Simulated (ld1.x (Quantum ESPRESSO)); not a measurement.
# Sm TM: all-electron and pseudo phase curves

ld1.x (Quantum ESPRESSO) 7.5 input, shortened:

```
&input
   title='Sm', zed=62., rel=2, dft='PZ', iswitch=3,
   config='[Xe] 4f5 5d1 6s2 6p0', rel_dist='average'
 /
 &inputp
   pseudotype=2, tm=.true., lloc=-1, rcloc=1.95,
   nlcc=.false.
 /
3
5S  1  0   2.00   0.00  2.00  2.00  0.0
5P  2  1   6.00   0.00  2.55  2.55  0.0
5D  3  2   1.00   0.00  3.15  3.15  0.0
 &test
   configts(1)='5s2 5p6 5d1 6s2 6p0'
 /
```

Open shells are filled in proportion to 2j + 1 (rel_dist='average').

Occupied shells without a wave of their own: 6s. They enter only through the test configuration that unscreens the potential.

The phase is arctan(r·u′/u) with u = r·R(r), unwrapped; energies in Ry, scanned from -5 to 5 Ry. A pole is an energy at which the radial function vanishes at the test radius. The pseudo phase is shifted by a multiple of π to meet the all-electron one at the reference energy, and phase errors are pseudo minus all-electron; the curves can meet again beyond the range given. Levels narrower than the energy grid can be missing from the lists of poles.

Problem. For each channel, where are the poles, and over which energies does the pseudopotential scatter like the atom?

Solution.

```csv
channel,radius (bohr),reference energy (Ry),"poles, all-electron","poles, pseudo",unbroken range about the reference energy with phases within 0.05 rad,phase error 1 Ry above the reference energy (rad)
s,3.42,-3.44,"-3.42, 1.27","-3.42, 1.05, 3.94",below -0.5,-0.000
p1/2,3.42,-2.11,"-2.07, 2.08","-2.07, 1.89",below 0.0,-0.001
p3/2,3.42,-1.83,"-1.77, 2.33","-1.77, 2.08",below 0.1,-0.002
d3/2,3.42,-0.22,"0.18, 4.02","0.18, 3.98",the whole range,-0.000
d5/2,3.42,-0.21,"0.22, 4.09","0.22, 4.02",the whole range,-0.001
```

Phases in the p3/2 channel:

| E (Ry) | all-electron | pseudo |
| --- | --- | --- |
| -5.00 | 1.431 | 1.431 |
| -4.74 | 1.427 | 1.427 |
| -4.48 | 1.422 | 1.422 |
| -4.22 | 1.417 | 1.417 |
| -3.96 | 1.410 | 1.410 |
| -3.70 | 1.403 | 1.403 |
| -3.44 | 1.395 | 1.395 |
| -3.18 | 1.385 | 1.385 |
| -2.92 | 1.372 | 1.372 |
| -2.66 | 1.355 | 1.355 |
| -2.40 | 1.328 | 1.328 |
| -2.14 | 1.266 | 1.265 |
| -1.88 | -0.401 | -0.402 |
| -1.62 | -1.709 | -1.709 |
| -1.36 | -1.779 | -1.780 |
| -1.10 | -1.825 | -1.826 |
| -0.84 | -1.873 | -1.875 |
| -0.58 | -1.935 | -1.940 |
| -0.32 | -2.032 | -2.041 |
| -0.06 | -2.205 | -2.229 |
| 0.20 | -2.584 | -2.661 |
| 0.46 | -3.372 | -3.520 |
| 0.72 | -4.050 | -4.140 |
| 0.98 | -4.348 | -4.402 |
| 1.24 | -4.492 | -4.531 |
| 1.50 | -4.576 | -4.608 |
| 1.76 | -4.632 | -4.662 |
| 2.02 | -4.674 | -4.704 |
| 2.28 | -4.707 | -4.740 |
| 2.54 | -4.736 | -4.775 |
| 2.80 | -4.763 | -4.812 |
| 3.06 | -4.789 | -4.856 |
| 3.32 | -4.818 | -4.917 |
| 3.58 | -4.851 | -5.018 |
| 3.84 | -4.893 | -5.244 |
| 4.10 | -4.952 | -6.009 |
| 4.36 | -5.046 | -7.159 |
| 4.62 | -5.226 | -7.517 |
| 4.88 | -5.676 | -7.651 |
